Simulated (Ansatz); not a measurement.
This Ansatz (a program for electronic structure) input (CCSD(T)/aug-pcseg-1) gives -288.88459 Eh with 27 basis functions. A basis named .json is the Basis Set Exchange file of that set (core-valence sets with the plain set on hydrogen).

Ansatz 0.2 input:
```yaml
crystal:
  periodic: [false, false, false]
  atoms:
    - {symbol: Si, position_ang: [0.00000000, 0.00000000, 0.00000000]}
basis:
  gaussian:
    orbitals: aug-pcseg-1.json
magnetization: {spin_polarized: true, initial_magnetization: 2}
correlation: {method: ccsd_t, electrons: outside_noble_gas}
scf: {lower_state_search: full}
```

Change:
```diff
- orbitals: aug-pcseg-1.json
+ orbitals: pcseg-1.json
```

### Question
What does the run give now?

### Answer
-288.87757 Eh (CCSD(T)/pcseg-1, 18 functions), a change of +7.02 mEh.
